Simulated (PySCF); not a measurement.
A geometry optimisation on `C1=C(CO[SiH2]O1)Cl`.

Method: PBE0-D3(BJ)/def2-SVP geometry optimisation, gas phase (PySCF 2.14.0). Start geometry: GFN2-xTB. The command runs a driver script over a list of jobs; the input below is this job's line of settings and its coordinates in Å.

Command:
```bash
OMP_NUM_THREADS=1 python probes_run.py task.json out
```

Input:
```
{"job": {"xc": "PBE0", "basis": "def2-SVP", "d3": "d3bj", "grid": 1, "shake": 0.01, "kind": "geom"}, "charge": 0, "multiplicity": 1}
Cl     2.757910     0.974970    -0.485990
C      1.176390     0.310960    -0.192730
C      1.056840    -0.963360     0.151260
O     -0.056470    -1.586070     0.391370
Si    -1.525570    -0.779080     0.363780
O     -1.175580     0.804900     0.152390
C      0.048620     1.268650    -0.365530
H      1.957510    -1.594800     0.273310
H     -2.265460    -1.318020    -0.732600
H     -2.110190    -0.851050     1.708340
H     -0.100870     1.490800    -1.426210
H      0.276550     2.213810     0.153590
```

Output:
```
step   0  E = -1016.50331024  max force = 0.049991
step   1  E = -1016.50952450  max force = 0.015802
step   2  E = -1016.51006306  max force = 0.004494
step   3  E = -1016.51013123  max force = 0.001926
step   4  E = -1016.51015838  max force = 0.001744
step   5  E = -1016.51017646  max force = 0.000684
step   6  E = -1016.51021807  max force = 0.001022
step   7  E = -1016.51029348  max force = 0.002186
step   8  E = -1016.51040883  max force = 0.003079
step   9  E = -1016.51047064  max force = 0.002659
step  10  E = -1016.51056823  max force = 0.000998
step  11  E = -1016.51058386  max force = 0.000654
step  12  E = -1016.51058676  max force = 0.000216
optimisation converged
```

Energies in Eh; «max force» is the largest Cartesian gradient component in Eh/bohr.

Q: How much energy does the optimisation release, in kJ/mol?

A: E(step 0) − E(last step) = 0.007277 Eh, which is 19.1 kJ/mol.

Main results: final energy -1016.51059 Eh after 12 steps; dipole 0.91 D.

Q: Where do the atoms end?

A: 0.235 Å rms from the input after alignment:
```
atom  x, y, z in Å
Cl1    2.6490    0.8966   -0.7049
C2     1.1846    0.1749   -0.1240
C3     1.1759   -1.1177    0.2401
O4     0.0843   -1.7843    0.6852
Si5   -1.4217   -1.0742    0.4173
O6    -1.1396    0.5566    0.4870
C7     0.0223    1.1290   -0.0637
H8     2.0842   -1.7247    0.1933
H9    -1.9032   -1.4995   -0.9253
H10   -2.3412   -1.4648    1.5074
H11   -0.1790    1.5229   -1.0786
H12    0.3081    1.9948    0.5586
```

Time: 1.7 min of wall time; peak memory 0.53 GiB. Hardware: one thread of an Arm Neoverse V1, no GPU, shared host with 32 logical CPUs at a one-minute load of 52.
Labels such as C1 count atoms from 1, the log's own numbers from 0.
